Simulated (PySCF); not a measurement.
Molecule: C2H8BO, net charge 1, singlet state. It need not be the lowest isomer of its formula. SMILES: CB(C)[OH2+]
Structure (B3LYP-D3(BJ)/def2-TZVP (Ansatz) minimum search):
```xyz
12

B      0.0287    -0.1107    -0.0103
C      1.5344    -0.3430    -0.1801
C     -1.1689    -1.0656     0.0496
O     -0.3455     1.3317     0.1234
H      1.7339    -0.4969    -1.2499
H      1.8416    -1.2690     0.3101
H      2.1872     0.4643     0.1583
H     -2.1446    -0.6288    -0.1735
H     -1.0130    -1.9248    -0.6060
H     -1.2214    -1.4783     1.0669
H     -1.2674     1.6349     0.2015
H      0.3113     2.0502     0.1399
```
Charge +1, spin multiplicity 1.

Dispersion corrections to the total energy (kcal/mol) from the dftd3 and dftd4 libraries through PySCF: D3(BJ) without and D4 with the three-body term, each with the damping fitted for the functional named.

```tsv
functional	D3(BJ)	D4
TPSSh	…	-4.09
HSE06	-2.66	…
HF	-34.89	-12.74
PBE0	-3.69	-2.78
PW6B95	-1.98	-2.89
r2SCAN	…	-0.84
revPBE	-11.27	-11.58
```

### Question
Complete the blanks.

### Answer

- TPSSh, D3(BJ): -4.91
- HSE06, D4: -2.56
- r2SCAN, D3(BJ): -1.23
